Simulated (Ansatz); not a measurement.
## BH9OSi3: where a starting geometry ends

The starting geometry of this gas-phase singlet was optimised with GFN2-xTB; its bonds are those of `B[SiH2][SiH2][SiH2]O`.

```tsv
atom	x (Å)	y (Å)	z (Å)
B	-0.7697	-0.3778	0.6096
O	2.3843	0.3224	-1.3234
Si	-1.7543	-0.0643	-1.0235
Si	-0.3181	-0.6652	-2.7951
Si	1.6631	0.5236	-2.7753
H	0.0090	0.4062	1.0087
H	-0.8429	-1.3849	1.2032
H	-2.1194	1.3444	-1.2855
H	-3.0416	-0.7630	-1.1812
H	-0.9981	-0.5177	-4.0908
H	-0.0643	-2.1168	-2.7176
H	1.4438	1.9620	-2.9950
H	2.7509	0.0847	-3.6422
H	1.9665	0.5619	-0.5014
```

Question: Where would you expect an optimisation with B3LYP/def2-SVP to take it?

Answer: A new bond forms, giving a structure given below by its coordinates. Contacts that close: B1–O2 (3.76 → 1.66 Å).

The energy falls by 0.93 eV over 38 steps:

| step | E − E(last) (eV) |
| --- | --- |
| 1 | 0.927 |
| 5 | 0.645 |
| 9 | 0.627 |
| 13 | 0.525 |
| 17 | 0.046 |
| 22 | 0.009 |
| 26 | 0.003 |
| 30 | 0.000 |
| 34 | 0.000 |
| 38 | 0.000 |

Final geometry (Å):

```xyz
14

B    -0.0106   -0.0199    0.1456
O     1.1206    0.6814   -0.8395
Si   -1.6709   -0.1884   -1.0298
Si   -0.6591   -0.5728   -3.1491
Si    1.4785    0.1847   -2.5013
H    -0.1079    0.7558    1.0760
H     0.4313   -1.1145    0.4483
H    -2.5246    1.0309   -1.2130
H    -2.5881   -1.3337   -0.7370
H    -1.1037    0.2195   -4.3349
H    -0.5031   -2.0011   -3.5590
H     2.0437    1.4212   -3.1147
H     2.5765   -0.8204   -2.3956
H     1.8267    1.0728   -0.3055
```

No frequencies were run, so the end isn't proven a minimum. Run with Ansatz 0.2.0, 71 s on 2 threads of Intel(R) Xeon(R) 6975P-C (Granite Rapids), with other jobs on the host.
